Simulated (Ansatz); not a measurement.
Stepwise reaction of `[CH3][Al]([CH3])[Cl]` with hydrogen, as a gas-phase model of exchange steps in deposition or etching. ΔE in kJ/mol.

Calculated with Ansatz (gas phase, PBE0-D4/def2-TZVP geometries, no zero-point term in ΔE). CCSD(T)/CBS is the MP2 limit (def2-TZVPP, def2-QZVPP) plus CCSD(T) − MP2 in def2-TZVPP, frozen cores. This one scheme is used for every species. Functionals use def2-TZVPP. B3LYP here is the variant with VWN-RPA as its local correlation; programs differ in this.

```
step                                    reaction  PBE-D4  B3LYP-D4  ωB97M-V  CCSD(T)/CBS
   2  `[CH3][AlH][Cl]` + H₂ → `[AlH2][Cl]` + CH₄   -15.5     -21.6    -18.9        -19.0
```

Question: Give the row of step 1, `[CH3][Al]([CH3])[Cl]` + H₂ → `[CH3][AlH][Cl]` + CH₄. (Estimate.)

Answer: Computed: 
```csv
step,reaction,PBE-D4,B3LYP-D4,ωB97M-V,CCSD(T)/CBS
1,`[CH3][Al]([CH3])[Cl]` + H₂ → `[CH3][AlH][Cl]` + CH₄,-17.1,-22.6,-20.1,-19.6
```

Question: By hand: ΔE of the 2 steps together at CCSD(T)/CBS.

Answer: (-19.6) + (-19.0) = -38.6 kJ/mol, or -19.3 kJ/mol a step.

In ΔE the steps differ by no more than 0.6 kJ/mol. All are downhill at CCSD(T)/CBS. PBE-D4 differs from CCSD(T)/CBS by 2.5 to 3.5 kJ/mol a step. Isolated molecules leave out the surface, adducts and barriers. Largest T1 diagnostic: 0.009.
